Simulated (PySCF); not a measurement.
Pivaloyl chloride, C₅H₉ClO.
SMILES: `CC(C)(C)C(=O)Cl`

Torsions of this conformer, `[CH3:1][C:2]([CH3:3])([CH3:4])[C:5](=[O:6])[Cl:7]`: C1–C2–C5–O6 0°.

The closed-shell ground state was solved at several levels (PySCF, density fitting, gas phase, non-relativistic). Isolated species at its PBE0-D3(BJ)/def2-TZVP geometry, gas phase.

```
           level  basis functions  total energy (Eh)  HOMO (eV)  LUMO (eV)  gap (eV)  dipole (D)
wB97X-D/pcSseg-2              385          -731.4268     -10.17       0.93     11.10        3.09
  B97-2/pcSseg-2              385          -731.4530      -8.05      -1.01      7.04        3.06
   PBE0/pcSseg-2              385          -731.0457      -8.32      -0.94      7.38        3.07
```

Q: Estimate the row for KT3/pcSseg-2, a basis of 385 functions; the other rows only guide the guess.

A: Total energy -738.7914 Eh, HOMO -6.99 eV, LUMO -2.00 eV, gap 4.99 eV, dipole 2.98 D.

Q: Over all these levels, which gives the widest orbital gap and which the narrowest?

A: wB97X-D/pcSseg-2 (range-separated hybrid) has the widest, 11.10 eV, and KT3/pcSseg-2 (GGA) the narrowest, 4.99 eV. From the narrowest to the widest the HOMO moves by -3.18 eV and the LUMO by +2.93 eV.

Q: In the pcSseg-2 basis, how does the gap go with the fixed share of exact exchange?

A: KT3 (0 %) 4.99 eV; B97-2 (21 %) 7.04 eV; PBE0 (25 %) 7.38 eV. Each rise in the share widens the gap here.

Q: How far do the dipole and the HOMO energy spread over the levels?

A: The dipole runs from 2.98 to 3.09 D (mean 3.05 D) and the HOMO from -10.17 to -6.99 eV.

wB97X-D is run here without its empirical dispersion term; that term would change no orbital, density or response property at a fixed geometry.
